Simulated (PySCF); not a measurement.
## Simulated absorption spectrum

3-pyridinecarboxaldehyde, C6H5NO.
Atom-mapped SMILES: `[O:1]=[CH:2][c:3]1[cH:4][cH:5][cH:6][n:7][cH:8]1` (hydrogens: H9 on C2; H10 on C4; H11 on C5; H12 on C6; H13 on C8)

Computed, not measured: TDDFT PBE0/def2-SVPD, vertical, gas phase, core orbitals frozen in the response (PySCF). Isolated species at its GFN2-xTB geometry (one conformer only). Torsions of this conformer, `[O:1]=[CH:2][c:3]1[cH:4][cH:5][cH:6][n:7][cH:8]1`: O1–C2–C3–C4 0°.

Computed states:

| state | E (eV) | f |
| --- | --- | --- |
| S1 | 3.58 | 0.0000 |
| S2 | 4.24 | 0.0007 |
| S3 | 4.88 | 0.0024 |
| S4 | 5.14 | 0.114 |
| S5 | 5.62 | 0.193 |
| S6 | 5.68 | 0.0007 |
| S7 | 6.54 | 0.174 |
| S8 | 6.58 | 0.0019 |

Broadening: Gaussians 0.5 eV wide at half height, area fixed by f = 4.319×10⁻⁹ ∫ε dν̃. The width is an assumption, not a result. The curve ends short of the highest state used, and states not computed would add to its high-energy end.

(1) What does the envelope look like, and where are its maxima?

(2) Does any computed singlet lie in the visible range?

(3) Coming from long wavelengths, where does ε first pass 100 L mol⁻¹ cm⁻¹?

(4) On this curve, what absorbance would a 10⁻³ mol/L sample give at 222 nm over a 1 cm path?

Results:

(1) 
E (eV), ε (L mol⁻¹ cm⁻¹) and a bar:
```
     2.83          0 
     2.97          0 
     3.11          0 
     3.24          0 
     3.38          0 
     3.52          1 
     3.65          1 
     3.79          4 
     3.93         13 
     4.07         27 
     4.20         38 
     4.34         44 
     4.48         94 
     4.61        349 #
     4.75       1279 ####
     4.89       3281 #########
     5.02       5579 ###############
     5.16       7174 ####################
     5.30       7968 ######################
     5.43       9389 ##########################
     5.57      10926 ##############################
     5.71       9695 ###########################
     5.84       6154 #################
     5.98       2767 ########
```

Maxima: 222 nm (5.59 eV), ε about 11000, made up of S5 (94%) (ε in L mol⁻¹ cm⁻¹; maxima over ε = 5, shares over 10%).

(2) No computed singlet lies in the visible range (380 to 750 nm); the lowest, at 346 nm, stands 0.32 eV above its violet end (3.26 eV); a Tamm–Dancoff triplet lies at 400 nm, without intensity as long as spin–orbit coupling is left out.

(3) At about 276 nm (4.49 eV), 0.91 eV above S1.

(4) 222 nm is 5.585 eV, where ε is about 11000 L mol⁻¹ cm⁻¹, so A = ε c l ≈ 11 (Beer–Lambert, with the gas-phase spectrum and the assumed width).
